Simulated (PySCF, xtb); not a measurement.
C5H9O, SMILES [CH](C)CC(C)=O, multiplicity 2. One conformer was computed; it need not be the lowest.

Harmonic wavenumbers (cm⁻¹) from GFN2-xTB (xtb) at its own minimum, in rising order: 94, 100, 131, 142, 187, 342, 416, 505, 519, 554, 811, 909, 937, 973, 978, 992, 1074, 1131, 1181, 1198, 1207, 1344, 1369, 1396, 1441, 1454, 1461, 1468, 1486, 1736, 2897, 2973, 2983, 3003, 3008, 3024, 3044, 3050, 3115.

### Question
What does PBE-D3(BJ)/def2-SVP run with PySCF 2.14.0 give at its own minimum? (The exact figures need the calculation; the answer reports its results.)

### Answer
57, 77, 106, 126, 207, 334, 398, 508, 518, 564, 756, 837, 877, 921, 934, 977, 1054, 1130, 1146, 1188, 1208, 1307, 1317, 1352, 1377, 1383, 1392, 1396, 1412, 1771, 2881, 2960, 2972, 2983, 3040, 3041, 3055, 3104, 3106. Paired by order, the mean absolute difference is 31 cm⁻¹ and the zero-point energies are 78.1 and 76.9 kcal/mol.
